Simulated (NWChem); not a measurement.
System: CH6BeOSSi; SMILES [SiH3][O][Be][S]C

```xyz
11

Be     0.3367     0.2085    -0.0043
S      0.6275     2.0874     0.0019
C     -1.0931     2.7194    -0.0001
H     -1.6443     2.4023    -0.8956
H     -1.0237     3.8154    -0.0081
H     -1.6408     2.4149     0.9019
O      0.1409    -1.1947    -0.0085
Si    -0.0843    -2.8299     0.0029
H     -1.4275    -3.1604    -0.5610
H     -0.0057    -3.3501     1.4007
H      0.9664    -3.4956    -0.8233
```
Atoms are numbered in this order, from 1.

Results from NWChem. Pople sets run with spherical d functions. Geometry: optimised at PBE0/def2-SVP.

Question: Taking PBE/6-311++G** as the yardstick, which of these has the fewest basis functions while keeping “highest occupied level (eV)” within 0.05 eV of it: PBE/6-311G**; PBE/3-21G; PBE/6-31G*; PBE/STO-3G; PBE/6-31+G*?

Answer: PBE/6-31+G*.
```json
[
 {"level": "PBE/STO-3G", "basis functions": "39", "highest occupied level (eV)": "-2.13", "relative time (rough)": "1"},
 {"level": "PBE/3-21G", "basis functions": "65", "highest occupied level (eV)": "-5.53", "relative time (rough)": "1"},
 {"level": "PBE/6-31G*", "basis functions": "90", "highest occupied level (eV)": "-5.57", "relative time (rough)": "3"},
 {"level": "PBE/6-31+G*", "basis functions": "110", "highest occupied level (eV)": "-5.75", "relative time (rough)": "6"},
 {"level": "PBE/6-311G**", "basis functions": "142", "highest occupied level (eV)": "-5.75", "relative time (rough)": "8"},
 {"level": "PBE/6-311++G**", "basis functions": "168", "highest occupied level (eV)": "-5.77", "relative time (rough)": "10"}
]
```

The yardstick is one finite set, not the basis-set limit.
